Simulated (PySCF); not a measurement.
# Shifts of the heteroatoms

Atom-mapped SMILES (the numbers label the heavy atoms): `[F:1][c:2]1[cH:3][cH:4][c:5]([F:6])[c:7]([F:8])[c:9]1[F:10]`. Hydrogens are named by the atom that carries them.

How the numbers were obtained: GFN2-xTB geometry, σ from GIAO-PBE0/pcSseg-1, in PySCF 2.14 (one averaged value for each set of equivalent atoms, a single conformation, no relativistic terms, no solvent model).

**Question.** Predict the 19F NMR data.

**Answer.** 
| atoms | environment | σ (ppm) | δ (ppm) |
| --- | --- | --- | --- |
| F1/F6 | aryl fluorine | 316.8 | -139.9 |
| F8/F10 | aryl fluorine | 337.5 | -158.6 |

Shieldings were converted by a linear fit to measured shifts: 19F (scatter 6.0 ppm rms, 7.0 ppm with the 5 outliers that the fit left out vs CFCl3, solution or neat liquid, with a term for F on sp3 carbon). Occasional misses reach two or three times the rms, and more in compound classes unlike the fitted ones.

On a 500 MHz spectrometer 19F resonates near 470.5 MHz, so 1 ppm is 470.5 Hz.
